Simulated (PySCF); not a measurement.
**The third ionisation energy along the third row**

All values are computed (PySCF 2.14, energy differences of UHF-based or UKS calculations, no spin-orbit coupling). Values in eV. The last column holds reference values (NIST; (s) semi-empirical, (t) theoretical, else measured). Unmarked ones compare directly (S terms, centres of terms, or small fine structure); those marked * lie between the lowest fine-structure levels and include a spin-orbit shift.

```tsv
element	configurations	LDA	MP2 (all electrons)	CCSD(T) (all electrons)	CCSD (valence)	CCSD(T) (valence)	CCSDT (valence)	reference
Al (aug-cc-pwCVDZ, non-relativistic)	[Ne] 3s1 → [Ne]	28.735	28.239	28.253	n/a	n/a	n/a	28.448
Si (aug-cc-pwCVDZ, non-relativistic)	[Ne] 3s2 → [Ne] 3s1	33.543	32.988	33.300	33.173	33.173	33.173	33.493
P (aug-cc-pwCVDZ, non-relativistic)	[Ne] 3s2 3p1 → [Ne] 3s2	30.210	29.749	29.884	29.883	29.902	29.910	30.203 *
S (aug-cc-pwCVDZ, non-relativistic)	[Ne] 3s2 3p2 → [Ne] 3s2 3p1	34.869	34.487	34.526	34.528	34.538	34.541	34.86 ± 0.04 (s) *
Cl (aug-cc-pwCVDZ, non-relativistic)	[Ne] 3s2 3p3 → [Ne] 3s2 3p2	39.668	39.448	39.354	39.357	39.363	39.362	39.8 ± 0.11 (s) *
Ar (aug-cc-pwCVDZ, non-relativistic)	[Ne] 3s2 3p4 → [Ne] 3s2 3p3	40.822	39.842	39.872	39.846	39.861	39.864	40.735 ± 0.012 (s) *
```

"Valence" correlates the outer s and p shells and, in groups 3 to 12 and the f block, the outer d or f shell, open or full, or the next shell where the ion has no valence electron left; the wider scheme adds the next inner shell.
